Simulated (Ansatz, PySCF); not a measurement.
Gas-phase reaction in SMILES: CCCC[C](C)Cl → [CH2]CCC[C@H](C)Cl
Geometries: B3LYP-D3(BJ)/def2-TZVP minima from Ansatz (a first-principles code), one conformer each, not searched for the lowest. Frequencies are from Ansatz or PySCF.

Wanted: isomerisation energy (enthalpy at 298 K, with B3LYP-D3(BJ) rigid-rotor harmonic-oscillator terms), in kcal/mol. Correlated levels leave the core frozen unless marked. Open shells are spin-unrestricted. Spin-orbit coupling is left out. No relativistic terms. CBS marks a two-point X^-3 extrapolation of the correlation energy; Hartree-Fock from the larger set. The bracket is a focal-point correction in the basis named.

| level | program | isomerisation energy (kcal/mol) |
|---|---|---|
| HF/cc-pV(T+d)Z | Ansatz | 3.5 |
| PBE0/STO-3G | Ansatz | 10.2 |
| PBE0/6-31G* | Ansatz | 7.0 |
| PBE0-D3(BJ)/def2-TZVPD | Ansatz + dftd3 | 6.6 |
| PBE0/def2-TZVPD | Ansatz | 6.7 |
| r2SCAN0-D4/def2-TZVPD | Ansatz + dftd4 | 5.9 |
| RI-MP2/CBS(cc-pV(T+d)Z,cc-pV(Q+d)Z)+[CCSD(T)-MP2]/cc-pV(T+d)Z | Ansatz | 4.8 |
